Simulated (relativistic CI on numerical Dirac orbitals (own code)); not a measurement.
# What each ingredient does to the levels of Mo XXXVIII

Base calculation: Dirac-Coulomb-Breit CI, orbitals from a KLI potential per configuration, a model potential for QED, unscaled Slater integrals.

Configuration list (outside the closed core 1s2): 2s2 2p, 2s 2p2, 2p3, 2p2 3s, 2p2 3p, 2p2 3d, 2s2 3s, 2s2 3p, 2s2 3d, 2s 2p 3s, 2s 2p 3p, 2s 2p 3d, 2s2 4s, 2s2 4p, 2s2 4d, 2s2 4f, 2s 2p 4s, 2s 2p 4p, 2s 2p 4d, 2s 2p 4f, 2s2 5s, 2s2 5p, 2s2 5d, 2s2 5f, 2s2 5g, 2s 3s2, 2s 3s 3p, 2s 3s 3d, 2s 3p2, 2s 3p 3d, 2s 2p 5s, 2s 2p 5p, 2p 3s2, 2s 2p 5d, 2s 2p 5f, 2s 2p 5g. Levels of other configurations are missing.

Variants: (1) configuration mixing switched off; (2) only the first 3 configurations. Shifts of the energy above 2s2 2p 2P°_1/2, in eV, for the lowest level and the first level of each name with at least 55 % of one term (blank where a level changes its place among those of its configuration and J or its character, or is not in the variant):

| Level | Base | Δ(1) | Δ(2) |
| --- | --- | --- | --- |
| 2s2 2p 2P°_1/2 | 0.00 | 0.00 | 0.00 |
| 2s 2p2 4P_1/2 | 111.03 | -4.81 | -0.37 |
| 2s2 2p 2P°_3/2 | 119.49 | +1.79 | +0.02 |
| 2s 2p2 4P_3/2 | 198.79 | -4.89 | -0.45 |
| 2s 2p2 4P_5/2 | 222.29 | -4.70 | -0.26 |
| 2s 2p2 2D_3/2 | 261.69 | -4.31 | +0.12 |
| 2s 2p2 2P_1/2 | 267.21 | -4.30 | +0.14 |
| 2s 2p2 2D_5/2 | 337.90 | -4.61 | -0.18 |
| 2s 2p2 2S_1/2 | 393.00 | -4.65 | -0.21 |
| 2s 2p2 2P_3/2 | 394.45 | -4.17 | +0.26 |
| 2p3 2D°_5/2 | 501.02 | -4.30 | +0.14 |
| 2p3 2P°_1/2 | 530.63 | -8.88 | -0.01 |
| 2s2 3s 2S_1/2 | 2959.08 | +6.84 |  |
| 2s2 3p 2P°_1/2 | 2999.89 | +7.36 |  |
| 2s2 3p 2P°_3/2 | 3032.72 | +9.18 |  |
| 2s 2p 3s 4P°_1/2 | 3038.73 | -4.47 |  |
| 2s 2p 3s 4P°_3/2 | 3054.63 | -6.52 |  |
| 2s 2p 3s 2P°_1/2 | 3066.29 | -3.59 |  |
| 2s2 3d 2D_3/2 | 3068.59 | +5.62 |  |
| 2s 2p 3p 4D_1/2 | 3073.50 | -3.97 |  |
| 2s2 3d 2D_5/2 | 3079.20 | +5.11 |  |
| 2s 2p 3p 4P_1/2 | 3105.92 | -4.68 |  |

At this charge energies of transitions that change n are usually good to better than 1 %, and those within a shell (Δn = 0) to a few per cent.

Ionisation energy from the two ground configurations alone: base 5291.76 eV. The NIST ASD value (semi-empirical) is 5287 eV.

LS names give the leading component of a level, which can be under half, so a name can repeat, a term be missing and a line seem to break the LS rules.
